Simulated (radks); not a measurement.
The numbers below are computed, except where a source is named.
The tantalum ion Ta10+ is in [Kr] 4d10 4f14 5s2 5p1. Code: a radial shooting solver on a logarithmic mesh with Libxc functionals. Model: non-relativistic Kohn-Sham, PBE, spin-polarised, spherical densities, point nucleus. Open shells are filled with parallel spins first. One electron is removed from 5s, 4d, 5p, 4f in turn, with full relaxation. Which removal costs least, and what does each cost?

Answer. 5p 191.17 eV; 4f 207.10 eV; 5s 216.69 eV; 4d 402.32 eV. The 5p electron leaves first.
